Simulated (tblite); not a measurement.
Species: C₈H₁₇P.
SMILES with atom numbers: `[CH3:1][CH2:2][C@@H:3]1[CH2:4][CH2:5][C@H:6]([CH3:7])[P:8]1[CH3:9]` (hydrogens: H10, H11, H12 on C1; H13, H14 on C2; H15 on C3; H16, H17 on C4; H18, H19 on C5; H20 on C6; H21, H22, H23 on C7; H24, H25, H26 on C9)

Structure used (GFN2-xTB), in Å, numbered top down from 1:
```
atom  x, y, z in Å
C1     2.971    0.114    0.875
C2     2.013    0.920    0.011
C3     0.823    0.078   -0.441
C4    -0.114    0.834   -1.385
C5    -1.449    0.102   -1.371
C6    -1.833   -0.118    0.095
C7    -2.523    1.102    0.698
P8    -0.233   -0.472    1.024
C9    -0.161   -2.305    0.750
H10    3.378   -0.726    0.315
H11    2.444   -0.275    1.746
H12    3.798    0.733    1.217
H13    2.542    1.302   -0.868
H14    1.648    1.780    0.579
H15    1.197   -0.822   -0.943
H16    0.303    0.885   -2.392
H17   -0.248    1.856   -1.026
H18   -1.337   -0.860   -1.876
H19   -2.222    0.668   -1.894
H20   -2.499   -0.980    0.201
H21   -3.458    1.311    0.180
H22   -1.887    1.982    0.629
H23   -2.743    0.928    1.750
H24   -0.419   -2.572   -0.274
H25   -0.855   -2.788    1.437
H26    0.846   -2.654    0.976
```

Calculated harmonic vibrations of the isolated species, GFN2-xTB (tblite), most abundant isotopes, no scaling. The method is semi-empirical: single wavenumbers can be off by several per cent or more. One conformer, not necessarily the lowest.

Harmonic wavenumbers (cm⁻¹): 45.6, 100.0, 154.7, 181.3, 186.4, 196.0, 219.2, 228.6, 252.6, 303.7, 341.6, 381.9, 409.7, 477.1, 550.5, 643.8, 674.1, 727.7, 826.1, 845.2, 867.4, 874.9, 912.0, 959.6, 964.9, 1004.3, 1016.3, 1038.1, 1064.7, 1076.5, 1101.5, 1124.7, 1137.8, 1160.0, 1184.1, 1223.4, 1233.1, 1258.8, 1275.9, 1300.0, 1313.5, 1316.6, 1329.2, 1346.3, 1410.5, 1411.1, 1445.5, 1458.1, 1483.4, 1489.3, 1494.1, 1497.4, 1499.9, 1501.4, 1503.9, 2896.5, 2913.5, 2945.7, 2958.2, 2966.0, 2968.7, 2978.1, 2983.7, 2990.0, 3003.5, 3006.8, 3007.2, 3008.3, 3023.1, 3023.5, 3033.5, 3034.5.

A = 1885, B = 1059, C = 884.7 MHz; mass 144.107 u (most abundant isotopes); point group C1, symmetry number 1.

Question: Zero-point energy?

Answer: ½Σν̃ = 50882 cm⁻¹ = 608.69 kJ/mol.

Question: Give the ideal-gas entropy at 500 K and 1 bar in the rigid-rotor, harmonic-oscillator model (classical rotation).

Answer: Translation 181.59, rotation 130.25, vibration 241.20: S = 553.0 J/(mol K).

Question: And Cp and H(500 K) − H(0)?

Answer: Cp = 295.27 J/(mol K), of which vibrations give 262.02 (their classical limit is 72 R = 598.6); H(500 K) − H(0) = 81.35 kJ/mol without the zero-point energy, 64.73 from vibrations.

Question: What must be added to the electronic energy to get the Gibbs energy at 500 K and 1 bar?

Answer: ZPE + [H(500 K) − H(0)] − T·S = 608.69 + 81.35 − 276.52 = 413.52 kJ/mol.

Question: How do the functions run with temperature in this model?

Answer: 
```
 T (K)  S (J/(mol K))  Cp (J/(mol K))  H − H(0) (kJ/mol)  G − H(0) (kJ/mol)  ln q(vib)
   150          331.0           111.3              10.34             -39.30       2.82
   250          399.2           160.9              23.91             -75.89       5.78
298.15          429.8           187.4              32.29             -95.85       7.23
   400          492.9           244.5              54.30            -142.85      10.34
   600          610.8           338.4             113.10            -253.38      16.56
   900          767.2           432.0             229.77            -460.71      25.71
```

q(vib) and H(0) count from the zero-point level.

Question: Blend soft modes into free rotors: weight 1/[1 + (100 cm⁻¹/ν̃)⁴] for the oscillator and the rest for a rotor with moment μB/(μ + B), μ = h/(8π²ν), B = 10⁻⁴⁴ kg m². What vibrational entropy results?

Answer: 230.38 J/(mol K) in place of 241.20, which changes −T·S at 500 K by +5.41 kJ/mol.

Question: Which modes carry the vibrational entropy at 500 K?

Answer: 45.6 cm⁻¹: 25.21; 100.0 cm⁻¹: 18.70; 154.7 cm⁻¹: 15.11; 181.3 cm⁻¹: 13.82; 186.4 cm⁻¹: 13.59; 196.0 cm⁻¹: 13.19 J/(mol K); the other 66 give 141.59 together.

Hindered rotation and anharmonicity are outside this model. Other conformers, if any are populated, would add a mixing term that is left out. The structure is chiral; the term R ln 2 for an equal mix with its mirror image is left out.
